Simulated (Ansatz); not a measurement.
This geometry of BrClH₄MgSi (8 atoms, charge 0, multiplicity 1) is a first-order saddle point.

Computed with RKS B3LYP-D4/def2-SVP (Ansatz).

```xyz
8
Properties=species:S:1:pos:R:3
Mg -0.850 -1.056 -0.708
Si 0.930 0.292 0.769
Cl -1.600 -3.022 -1.373
H -0.622 1.010 -0.526
Br -1.843 1.336 -1.486
H 2.260 -0.306 0.428
H 1.107 1.778 0.700
H 0.619 -0.032 2.197
```

Question: Which two structures does it join? (They come from a converged band through this point; their orientation in space is the band's.)

Answer: Bonds broken: H4–Br5. Bonds formed: Si2–H4.

First end point:

```xyz
8
Properties=species:S:1:pos:R:3
Mg -0.580 -1.305 -0.522
Si 1.099 0.024 0.897
Cl -1.790 -2.848 -1.565
H -1.105 1.940 -0.866
Br -2.000 1.056 -1.553
H 2.546 -0.309 0.684
H 0.971 1.488 0.547
H 0.859 -0.046 2.377
```

Last end point:

```xyz
8
Properties=species:S:1:pos:R:3
Mg -1.499 -0.557 -1.198
Si 1.026 0.366 0.814
Cl -0.671 -2.503 -0.545
H -0.066 0.652 -0.194
Br -2.816 1.119 -2.197
H 2.062 -0.460 0.149
H 1.558 1.701 1.198
H 0.407 -0.320 1.974
```

Question: How far does it lie above each of them?

Answer: 26.6 kJ/mol above the first and 189.8 kJ/mol above the second. This is the barrier of this one path; another mechanism may lie lower. The orbitals stay closed-shell, which can raise the energy where a bond breaks towards radicals; this wasn't checked here.

The run took 2.5 min on 2 threads of Arm Neoverse V1, with other jobs on the host, peak memory 0.25 GiB.
